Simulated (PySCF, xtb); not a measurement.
Ti(OH)2(H)2 (H4O2Ti), SMILES [OH][TiH2][OH], multiplicity 1.

GFN2-xTB (xtb 6.7.1) at its own geometry gives an orbital gap of 2.94 eV and a dipole moment of 3.59 D.

Geometry optimised at B3LYP-D3(BJ)/def2-TZVP. The multiplicity is an assumed one; other spin states were not compared. One conformer was computed; it need not be the lowest.

Question: What does PySCF with B3LYP/def2-TZVPD give? (The exact figures need the calculation; the answer reports its results.)

Answer: gap 5.57 eV (levels -7.99 and -2.43 eV), dipole 3.24 D.
